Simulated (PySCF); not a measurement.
Electronic absorption of C5H7OPS

Compound: C5H7OPS.
Bonds: C1–S2, S2–C3, C3–C4 (aromatic), C4–O5 (aromatic), O5–C6 (aromatic), C6–C7, C6–P8 (aromatic), C3–P8 (aromatic). Hydrogens: H9, H10, H11 on C1; H12 on C4; H13, H14, H15 on C7.

Level of theory: TDDFT PBE0/def2-SVPD, vertical, gas phase, core orbitals frozen in the response (PySCF 2.14.0, density-fitted response routines). Isolated species at its GFN2-xTB geometry (one conformer only). Torsions of this conformer, `[CH3:1][S:2][c:3]1[cH:4][o:5][c:6]([CH3:7])[p:8]1`: C1–S2–C3–C4 180°.

Task: List the vertical singlet excitations with oscillator strengths and describe the spectrum.

Result: 

```json
{"state": "S1", "E (eV)": "4.26", "λ (nm)": "291.3", "ν̃ (cm⁻¹)": "34330", "f": "0.039", "|μ| (D)": "1.55", "symmetry": "A′", "main configurations (H = HOMO, L = LUMO)": "H→L (96%)"}
{"state": "S2", "E (eV)": "5.00", "λ (nm)": "248.2", "ν̃ (cm⁻¹)": "40300", "f": "0.0001", "|μ| (D)": "0.06", "symmetry": "–", "main configurations (H = HOMO, L = LUMO)": "H→L+2 (88%)"}
{"state": "S3", "E (eV)": "5.33", "λ (nm)": "232.8", "ν̃ (cm⁻¹)": "42960", "f": "0.0081", "|μ| (D)": "0.64", "symmetry": "A′", "main configurations (H = HOMO, L = LUMO)": "H-1→L (55%), H→L+1 (40%)"}
{"state": "S4", "E (eV)": "5.50", "λ (nm)": "225.4", "ν̃ (cm⁻¹)": "44360", "f": "0.0011", "|μ| (D)": "0.23", "symmetry": "–", "main configurations (H = HOMO, L = LUMO)": "H→L+3 (86%)"}
{"state": "S5", "E (eV)": "5.58", "λ (nm)": "222.2", "ν̃ (cm⁻¹)": "45000", "f": "0.321", "|μ| (D)": "3.89", "symmetry": "A′", "main configurations (H = HOMO, L = LUMO)": "H→L+1 (52%), H-1→L (35%)"}
{"state": "S6", "E (eV)": "5.72", "λ (nm)": "216.6", "ν̃ (cm⁻¹)": "46170", "f": "0.0044", "|μ| (D)": "0.45", "symmetry": "A″", "main configurations (H = HOMO, L = LUMO)": "H→L+4 (86%)"}
{"state": "S7", "E (eV)": "5.94", "λ (nm)": "208.8", "ν̃ (cm⁻¹)": "47900", "f": "0.0081", "|μ| (D)": "0.60", "symmetry": "A″", "main configurations (H = HOMO, L = LUMO)": "H-2→L (54%), H-1→L+2 (20%), H-1→L+3 (14%)"}
{"state": "S8", "E (eV)": "5.99", "λ (nm)": "207.1", "ν̃ (cm⁻¹)": "48280", "f": "0.0002", "|μ| (D)": "0.10", "symmetry": "–", "main configurations (H = HOMO, L = LUMO)": "H-2→L (41%), H-1→L+2 (25%), H-1→L+3 (21%)"}
```

Triplets (Tamm–Dancoff): T1 3.11 eV, H-1→L (50%), H→L (44%); T2 3.84 eV, H-1→L (44%), H→L (36%), H→L+1 (14%); T3 4.20 eV, H→L+1 (75%), H→L (16%).

The lowest singlet comes at 291 nm (411 kJ/mol) in the ultraviolet; it is of moderate strength; its leading configuration is HOMO→LUMO (96%). The strongest level in the table is S5 at 5.58 eV (222 nm, f = 0.321). Löwdin shares by element: HOMO sulfur 42%, carbon 38% or more (atoms not listed hold the other 20%); LUMO carbon 36% or more, phosphorus 32%, oxygen 15% (atoms not listed hold the other 18%). Orbital energies (eV): HOMO-3 -8.98, HOMO-2 -8.22, HOMO-1 -6.83, HOMO -6.02, LUMO -0.87, LUMO+1 0.30, LUMO+2 0.36. Weighted by f, the mean energy of these states is 5.45 eV. The listed states span 1.73 eV, and the widest gap between neighbours is 0.74 eV (S1 to S2). Symmetry labels in Cs follow from the direction of the transition dipole and are given only for states with f of 0.002 or more. Singlets were solved by full linear response, triplets in the Tamm–Dancoff approximation.
